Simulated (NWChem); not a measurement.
System: sulfur trioxide (SO$_{3}$); SMILES O=S(=O)=O

Here is an NWChem input.

```
start job
memory heap 200 mb stack 900 mb global 1100 mb
geometry units angstroms noautosym nocenter noautoz
  O     -1.019236    -1.019236     0.000000
  S      0.000000     0.000000     0.000000
  O     -0.373066     1.392302     0.000000
  O      1.392302    -0.373066     0.000000
end
basis spherical
  * library cc-pvtz
end
dft
  xc bhlyp
  iterations 150
end
tddft
  cis
  ecut -85.0
  nroots 6
  notriplet
end
task tddft energy
```

Excerpt of the output:

```
             Northwest Computational Chemistry Package (NWChem) 7.3.0
             --------------------------------------------------------

                             Geometry "geometry" -> ""
                             -------------------------

 Output coordinates in angstroms (scale by  1.889725989 to convert to a.u.)

  No.       Tag          Charge          X              Y              Z
 ---- ---------------- ---------- -------------- -------------- --------------
    1 O                    8.0000    -1.01923600    -1.01923600     0.00000000
    2 S                   16.0000     0.00000000     0.00000000     0.00000000
    3 O                    8.0000    -0.37306600     1.39230200     0.00000000
    4 O                    8.0000     1.39230200    -0.37306600     0.00000000

 Effective nuclear repulsion energy (a.u.)     181.6712275646

                                 NWChem DFT Module
                                 -----------------

 Summary of "ao basis" -> "ao basis" (spherical)
 ------------------------------------------------------------------------------
       Tag                 Description            Shells   Functions and Types
 ---------------- ------------------------------  ------  ---------------------
 O                          cc-pvtz                 10       30   4s3p2d1f
 S                          cc-pvtz                 12       34   5s4p2d1f

            General Information
            -------------------
          SCF calculation type: DFT
          Wavefunction type:  closed shell.
          No. of atoms     :     4
          No. of electrons :    40
           Alpha electrons :    20
            Beta electrons :    20
          Charge           :     0
          Spin multiplicity:     1
          Use of symmetry is: off; symmetry adaption is: off
          Maximum number of iterations: 150
          AO basis - number of functions:   124
                     number of shells:    42
          Convergence on energy requested:  1.00D-06
          Convergence on density requested:  1.00D-05
          Convergence on gradient requested:  5.00D-04

              XC Information
              --------------
                        BHLYP Method XC Functional
                     Hartree-Fock (Exact) Exchange  0.500
                        Slater Exchange Functional  0.500 local
                    Becke 1988 Exchange Functional  0.500 non-local
              Lee-Yang-Parr Correlation Functional  1.000

             Grid Information
             ----------------
          Grid used for XC integration:  medium
          Radial quadrature: Mura-Knowles
          Angular quadrature: Lebedev.
          Tag              B.-S. Rad. Rad. Pts. Rad. Cut. Ang. Pts.
          ---              ---------- --------- --------- ---------
          O                   0.60       49           7.0       434
          S                   1.00       88           6.0       590
          Grid pruning is: on
          Number of quadrature shells:   235
          Spatial weights used:  Erf1

      Superposition of Atomic Density Guess
      -------------------------------------

 Sum of atomic energies:        -621.82891968

      Non-variational initial energy
      ------------------------------

 Total energy =    -623.305978
 1-e energy   =   -1220.534341
 2-e energy   =     415.557136
 HOMO         =      -0.423456
 LUMO         =      -0.043321

   convergence    iter        energy       DeltaE   RMS-Dens  Diis-err
 ---------------- ----- ----------------- --------- --------- ---------
 d= 0,ls=0.0,diis     1   -623.5931294475 -8.05D+02  7.84D-03  1.86D+00
 d= 0,ls=0.0,diis     2   -623.5152752854  7.79D-02  4.08D-03  3.06D+00
 d= 0,ls=0.0,diis     3   -623.7789366425 -2.64D-01  4.77D-04  2.05D-02
 d= 0,ls=0.0,diis     4   -623.7803744531 -1.44D-03  1.28D-04  1.45D-03
 d= 0,ls=0.0,diis     5   -623.7804983170 -1.24D-04  2.23D-05  2.08D-05
  Resetting Diis
 d= 0,ls=0.0,diis     6   -623.7805010234 -2.71D-06  4.40D-06  3.08D-07
 d= 0,ls=0.0,diis     7   -623.7805011023 -7.89D-08  6.56D-07  1.50D-08

         Total DFT energy =     -623.780501102318
      One electron energy =    -1218.843955061247
           Coulomb energy =      464.785783900522
    Exchange-Corr. energy =      -51.393557506200
 Nuclear repulsion energy =      181.671227564607

 Numeric. integr. density =       39.999997670382

                       DFT Final Molecular Orbital Analysis
                       ------------------------------------

 Vector   18  Occ=2.000000D+00  E=-4.741063D-01
              MO Center=  4.6D-01,  4.6D-01, -9.7D-10, r^2= 2.0D+00
   Bfn.  Coefficient  Atom+Function         Bfn.  Coefficient  Atom+Function
  ----- ------------  ---------------      ----- ------------  ---------------
    74      0.305405  3 O  pz               104     -0.305638  4 O  pz
    71      0.249517  3 O  pz               101     -0.249708  4 O  pz
    77      0.237043  3 O  pz               107     -0.237224  4 O  pz
    49      0.072625  2 S  d -1              51      0.072721  2 S  d  1
    54      0.066254  2 S  d -1              56      0.066342  2 S  d  1

 Vector   19  Occ=2.000000D+00  E=-4.741061D-01
              MO Center= -4.6D-01, -4.6D-01, -3.5D-10, r^2= 2.0D+00
   Bfn.  Coefficient  Atom+Function         Bfn.  Coefficient  Atom+Function
  ----- ------------  ---------------      ----- ------------  ---------------
    10      0.352785  1 O  pz                 7      0.288228  1 O  pz
    13      0.273819  1 O  pz                74     -0.176594  3 O  pz
   104     -0.176191  4 O  pz                71     -0.144279  3 O  pz
   101     -0.143949  4 O  pz                77     -0.137066  3 O  pz
   107     -0.136753  4 O  pz                49     -0.072721  2 S  d -1

 Vector   20  Occ=2.000000D+00  E=-4.332731D-01
              MO Center= -1.4D-06, -1.4D-06, -2.1D-11, r^2= 2.6D+00
   Bfn.  Coefficient  Atom+Function         Bfn.  Coefficient  Atom+Function
  ----- ------------  ---------------      ----- ------------  ---------------
    72      0.263207  3 O  px               103     -0.263207  4 O  py
    69      0.216584  3 O  px               100     -0.216584  4 O  py
    75      0.208192  3 O  px               106     -0.208192  4 O  py
     8     -0.192681  1 O  px                 9      0.192681  1 O  py
     5     -0.158551  1 O  px                 6      0.158551  1 O  py

 Vector   21  Occ=0.000000D+00  E=-5.861090D-02
              MO Center= -6.2D-08, -6.0D-08, -2.6D-08, r^2= 2.1D+00
   Bfn.  Coefficient  Atom+Function         Bfn.  Coefficient  Atom+Function
  ----- ------------  ---------------      ----- ------------  ---------------
    41      0.562892  2 S  pz                47      0.427867  2 S  pz
    13     -0.282444  1 O  pz                77     -0.282444  3 O  pz
   107     -0.282444  4 O  pz                10     -0.214984  1 O  pz
    74     -0.214984  3 O  pz               104     -0.214984  4 O  pz
    44      0.207202  2 S  pz                 7     -0.179590  1 O  pz

 Vector   22  Occ=0.000000D+00  E=-4.441549D-02
              MO Center=  4.3D-07,  4.2D-07,  2.9D-08, r^2= 2.2D+00
   Bfn.  Coefficient  Atom+Function         Bfn.  Coefficient  Atom+Function
  ----- ------------  ---------------      ----- ------------  ---------------
    35      1.720537  2 S  s                  4     -0.474857  1 O  s
    68     -0.474863  3 O  s                 98     -0.474863  4 O  s
    76      0.345553  3 O  py               105      0.345553  4 O  px
    11     -0.252961  1 O  px                12     -0.252961  1 O  py
    33      0.223441  2 S  s                 73      0.190247  3 O  py

 Vector   23  Occ=0.000000D+00  E= 1.922067D-01
              MO Center=  1.0D-01,  1.0D-01,  4.8D-09, r^2= 3.9D+00
   Bfn.  Coefficient  Atom+Function         Bfn.  Coefficient  Atom+Function
  ----- ------------  ---------------      ----- ------------  ---------------
     4      1.410748  1 O  s                 45      1.391635  2 S  px
    46      1.389008  2 S  py                68     -0.704249  3 O  s
    98     -0.706557  4 O  s                 39      0.409874  2 S  px
    40      0.409100  2 S  py                75     -0.403525  3 O  px
   106     -0.403385  4 O  py                11      0.374722  1 O  px

     Multipole analysis of the density
     ---------------------------------

[...]

                                NWChem TDDFT Module
                                -------------------

            General Information
            -------------------
           No. of orbitals :     248
            Alpha orbitals :     124
             Beta orbitals :     124
        Alpha frozen cores :       0
         Beta frozen cores :       0
     Alpha frozen virtuals :       0
      Beta frozen virtuals :       0
         Spin multiplicity :       1
    Number of AO functions :     124
        Use of symmetry is : off
      Symmetry adaption is : off
         Schwarz screening :  0.10D-07

              XC Information
              --------------
                 BHLYP Method XC Functional
              Hartree-Fock (Exact) Exchange   0.50
                 Slater Exchange Functional   0.50 local
             Becke 1988 Exchange Functional   0.50 non-local
       Lee-Yang-Parr Correlation Functional   1.00

             TDDFT Information
             -----------------
          Calculation type : Tamm-Dancoff TDDFT
         Wavefunction type : Restricted singlets
          No. of electrons :      40
           Alpha electrons :      20
            Beta electrons :      20
              No. of roots :       6
          Max subspacesize :    5200
            Max iterations :     100
               Target root :       1
           Target symmetry : none
             Energy Cutoff :-0.85D+02
      Symmetry restriction : off
                 Algorithm : Optimal
        Davidson threshold :  0.10D-03

    6 smallest eigenvalue differences (eV)
--------------------------------------------------------
  No. Spin  Occ  Vir  Irrep   E(Occ)    E(Vir)   E(Diff)
--------------------------------------------------------
    1    1    1   21 a       -90.370    -0.059  2457.494
    2    1    1   22 a       -90.370    -0.044  2457.881
    3    1    1   23 a       -90.370     0.192  2464.319
    4    1    1   24 a       -90.370     0.192  2464.319
    5    1    1   25 a       -90.370     0.254  2466.004
    6    1    1   26 a       -90.370     0.279  2466.680
--------------------------------------------------------

  Entering Davidson iterations
  Restricted singlet excited states

  Iter   NTrls   NConv    DeltaV     DeltaE      Time
  ----  ------  ------  ---------  ---------  ---------
    1      6       0     0.13E+00   0.10+100       40.1
    2     12       0     0.42E-01   0.60E-01       35.2
    3     18       2     0.55E-02   0.24E-02       40.3
    4     22       3     0.88E-03   0.25E-04       36.5
    5     25       6     0.76E-04   0.48E-06       35.0
  ----  ------  ------  ---------  ---------  ---------
  Convergence criterion met

  Ground state a        -623.780501102318 a.u.

  ----------------------------------------------------------------------------
  Root   1 singlet a             90.037902125 a.u.             2450.0570 eV
  ----------------------------------------------------------------------------
     Transition Moments    X -0.00000   Y -0.00000   Z  0.01179
     Dipole Oscillator Strength                    0.0083500590
     Electric Quadrupole                           0.0000000000
     Magnetic Dipole                               0.0000000000
     Total Oscillator Strength                     0.0083500590

     Occ.    1  a   ---  Virt.   21  a        0.98319
     Occ.    1  a   ---  Virt.   25  a       -0.16307
     Occ.    1  a   ---  Virt.   59  a       -0.07022
  ----------------------------------------------------------------------------
  Root   2 singlet a             90.075547971 a.u.             2451.0814 eV
  ----------------------------------------------------------------------------
     Transition Moments    X  0.00000   Y  0.00000   Z -0.00000
     Dipole Oscillator Strength                    0.0000000000
     Electric Quadrupole                           0.0000009167
     Magnetic Dipole                               0.0000000000
     Total Oscillator Strength                     0.0000009167

     Occ.    1  a   ---  Virt.   22  a       -0.98528
     Occ.    1  a   ---  Virt.   26  a        0.16321
  ----------------------------------------------------------------------------
  Root   3 singlet a             90.322080994 a.u.             2457.7899 eV
  ----------------------------------------------------------------------------
     Transition Moments    X  0.00821   Y  0.00818   Z -0.00000
     Dipole Oscillator Strength                    0.0080823559
     Electric Quadrupole                           0.0000082069
     Magnetic Dipole                               0.0000000000
     Total Oscillator Strength                     0.0080905629

     Occ.    1  a   ---  Virt.   23  a        0.80742
     Occ.    1  a   ---  Virt.   27  a       -0.57824
     Occ.    1  a   ---  Virt.   37  a        0.07113
     Occ.    1  a   ---  Virt.   41  a        0.05247
     Occ.    1  a   ---  Virt.   56  a       -0.05327
  ----------------------------------------------------------------------------
  Root   4 singlet a             90.322081290 a.u.             2457.7899 eV
  ----------------------------------------------------------------------------
     Transition Moments    X  0.00818   Y -0.00821   Z -0.00000
     Dipole Oscillator Strength                    0.0080824112
     Electric Quadrupole                           0.0000082070
     Magnetic Dipole                               0.0000000000
     Total Oscillator Strength                     0.0080906182

     Occ.    1  a   ---  Virt.   24  a        0.80742
     Occ.    1  a   ---  Virt.   28  a       -0.57823
     Occ.    1  a   ---  Virt.   38  a        0.07113
     Occ.    1  a   ---  Virt.   42  a        0.05247
     Occ.    1  a   ---  Virt.   57  a        0.05327
  ----------------------------------------------------------------------------
  Root   5 singlet a             90.447042906 a.u.             2461.1903 eV
  ----------------------------------------------------------------------------
     Transition Moments    X  0.00000   Y  0.00000   Z  0.00000
     Dipole Oscillator Strength                    0.0000000000
     Electric Quadrupole                           0.0000000004
     Magnetic Dipole                               0.0000000000
     Total Oscillator Strength                     0.0000000004

     Occ.    1  a   ---  Virt.   22  a       -0.15795
     Occ.    1  a   ---  Virt.   26  a       -0.95317
     Occ.    1  a   ---  Virt.   31  a        0.25285
  ----------------------------------------------------------------------------
  Root   6 singlet a             90.449686153 a.u.             2461.2622 eV
  ----------------------------------------------------------------------------
     Transition Moments    X  0.00000   Y  0.00000   Z  0.00590
     Dipole Oscillator Strength                    0.0021015208
     Electric Quadrupole                           0.0000000000
     Magnetic Dipole                               0.0000000000
     Total Oscillator Strength                     0.0021015208

     Occ.    1  a   ---  Virt.   21  a       -0.16779
     Occ.    1  a   ---  Virt.   25  a       -0.98386
     Occ.    1  a   ---  Virt.   59  a       -0.06102

              Target root =      1
          Target symmetry = none
      Ground state energy =   -623.780501102318
        Excitation energy =     90.037902125281
     Excited state energy =   -533.742598977037

  stored tddft:energy   -533.74259897703689
```

Level: BHandHLYP/cc-pVTZ, restricted-window TDA. Structure relaxed at the PBE0/def2-SVP level. The quadrupole and magnetic terms of the printed total strengths depend on the origin.
